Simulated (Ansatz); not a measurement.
Cost and result for the atomization energy of CH6F2GeSi, SMILES `F[CH](F)[GeH2][SiH3]` (11 atoms, 10 bonds).

Z-matrix (Å, degrees):
```
C
F 1 1.363
Ge 1 2.002 2 110.0
F 1 1.363 2 107.3 3 119.6
H 1 1.095 2 107.5 3 -125.1
Si 3 2.378 1 109.0 2 58.9
H 3 1.538 1 106.8 2 -179.2
H 3 1.538 1 106.8 2 -63.0
H 6 1.485 3 109.7 1 59.9
H 6 1.486 3 109.2 1 179.6
H 6 1.485 3 109.7 1 -60.7
```

The species carries charge 0 and has multiplicity 1. Correlated methods include outer-core shells of Ge, which these sets cover unevenly. Scalar relativity is left out up to krypton. All single points use the PBE0-D4/def2-TZVP geometry. It is one conformer, not always the lowest. Program: Ansatz. Hardware: A = 2 threads of an AMD EPYC 7R13 on a shared host; B = 2 threads of an AMD EPYC 7R13 on a shared host and a share of an NVIDIA H100 80 GB. Times are those of one run each, without the atoms' runs, and a repeat can differ threefold. Electronic energies, without spin–orbit coupling; frozen cores. CCSD(T)/CBS adds CCSD(T) − MP2 in def2-TZVPP to the MP2 limit, and its time is that of the two runs behind it. T1 = 0.012. With those shells the extrapolation isn't a true limit. B3LYP takes the VWN-RPA correlation (the form of Gaussian; ORCA's B3LYP/G).

CCSD(T)/CBS is a level of theory with its own doubt, some kJ/mol a heavy atom from the limit and from the frozen cores, so smaller differences don't rank the functionals.

```
                                 level  functions  wall time  atomization (kcal/mol)  difference from CCSD(T)/CBS  per bond
                    MP2/def2-QZVPP [B]        510      3.2 s                   826.4                         -1.6      -0.2
   PBE-D4/def2-TZVPP (with forces) [A]        267      4.1 s                   835.2                          7.2       0.7
                CCSD(T)/def2-TZVPP [B]        267      4.2 s                   808.5                        -19.5      -1.9
                PBE0-D4/def2-TZVPP [A]        267        6 s                   820.2                         -7.8      -0.8
                     CCSD(T)/CBS(def2)          –      7.4 s                   828.0                          0.0       0.0
r2SCAN-D4/def2-TZVPP (with forces) [A]        267      7.5 s                   828.7                          0.7       0.1
 B3LYP-D4/def2-TZVPP (with forces) [A]        267      9.1 s                   822.2                         -5.8      -0.6
                 B2PLYP/def2-TZVPP [A]        267       10 s                   813.6                        -14.4      -1.4
                ωB97X-V/def2-TZVPP [A]        267       13 s                   832.9                          4.9       0.5
  ωB97M-V/def2-TZVPP (with forces) [A]        267       19 s                   824.8                         -3.2      -0.3
```

The D4 term adds +8.4 kcal/mol with B3LYP and +4.5 kcal/mol with PBE0; it sums over pairs of atoms, weighted by their polarisabilities, and B3LYP, whose exchange is more repulsive, gets the larger term. From PBE to PBE0 (25 % exact exchange), in def2-TZVPP and without D4, the atomization energy moves by −14.3 kcal/mol: exact exchange takes away binding that semilocal exchange gives to molecules. In def2-TZVPP, CCSD(T) changes the Hartree–Fock value by +214.1 kcal/mol (the triples alone add +11.7 kcal/mol) and MP2 by +220.7 kcal/mol; breaking electron pairs costs correlation energy, which Hartree–Fock lacks.
